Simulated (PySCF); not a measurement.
## C5H16Ge2Si: core ionisation energies

Species: C5H16Ge2Si.
Numbering: `[SiH3:1][Ge@H:2]([GeH3:3])[CH:4]1[CH2:5][CH2:6][CH2:7][CH2:8]1`

Geometry (PBE0-D3(BJ)/def2-SVP, Å), atoms numbered from 1 in this order:
```
atom  x, y, z in Å
Si1   -2.5730   -1.1872   -0.2251
Ge2   -1.2425    0.1817    1.2000
Ge3   -2.1335    2.4392    1.1865
C4     0.6216    0.1992    0.5616
C5     1.5458    1.2067    1.2466
C6     2.7805    1.2120    0.3424
C7     2.2336    1.0203   -1.0878
C8     0.7690    0.5539   -0.9236
H9    -1.9934   -2.5630   -0.3381
H10   -2.6220   -0.5872   -1.5953
H11   -3.9718   -1.3004    0.2917
H12   -1.3042   -0.3683    2.6440
H13   -1.8930    3.0982   -0.1872
H14   -1.4693    3.3232    2.2608
H15   -3.6523    2.4248    1.4464
H16    1.0199   -0.8169    0.7343
H17    1.7710    0.9537    2.2939
H18    1.0758    2.2071    1.2497
H19    3.4319    0.3662    0.6156
H20    3.3848    2.1253    0.4513
H21    2.8306    0.2810   -1.6423
H22    2.2824    1.9547   -1.6670
H23    0.5085   -0.2867   -1.5849
H24    0.0822    1.3780   -1.1825
```

Computed, not measured: PySCF, delta-SCF UKS SCAN, pcX-2 on the ionised atom, pcseg-1 elsewhere, spin-free X2C. Vertical ΔSCF values, vacuum level as zero.

Q: What binding energy does each computed site have?

A: 
| atom(s) | environment | level | binding energy (eV) | 2p1/2 (eV) | above the level's lowest (eV) | count |
| --- | --- | --- | --- | --- | --- | --- |
| Si1 | SiH3 silicon | Si 2p3/2 | 106.22 | 106.84 | 0.00 | 1 |
| C4 | sp3 carbon bound to germanium | C 1s | 289.89 | – | 0.00 | 1 |
| C5 | ring CH2 carbon | C 1s | 290.29 | – | +0.40 | 1 |
| C8 | ring CH2 carbon | C 1s | 290.29 | – | +0.40 | 1 |
| C7 | ring CH2 carbon | C 1s | 290.30 | – | +0.41 | 1 |
| C6 | ring CH2 carbon | C 1s | 290.30 | – | +0.41 | 1 |
| Si1 | SiH3 silicon | Si 1s | 1845.94 | – | 0.00 | 1 |

Lowest listed C 1s: C4, bonded to 2 C, H and Ge. Highest, 0.41 eV above it: C6, bonded to 2 C and 2 H. Summing the Pauling electronegativity differences to the bonded atoms, each weighted by its formal bond order, gives -0.89 for the lowest site and -0.70 for the highest; no listed site has a larger sum than the highest. The values 290.29, 290.29, 290.30 and 290.30 eV lie too close for their order to be trusted.

Q: Which photon wavelength matches the C 1s of C7 threshold?

A: λ = hc/E = 12398.42 eV Å / 290.30 eV = 42.709 Å.

Q: Which photon energy gives electrons from C 1s of C7 a kinetic energy of 100 eV, and what is their de Broglie wavelength?

A: hν = 290.30 + 100 = 390.30 eV, recoil neglected; λ = 12.264 Å/√(E/eV) = 1.23 Å.

Spin–orbit coupling isn't in the SCF: each 2p doublet comes from a relaxed spin-free hole plus a matrix of the shell (mean-field spin–orbit coupling and the ground-state 2p splitting), with 2p3/2 averaged over its two sublevels. 2p1/2 minus 2p3/2 (ligand field included): Si 0.62 eV. No level of germanium is listed. Isolated species at its PBE0-D3(BJ)/def2-SVP geometry (one conformer only).

Hardware: Arm Neoverse V1, one thread, on a shared host. Cost: 2.6 min wall, 1.1 GiB resident at most.
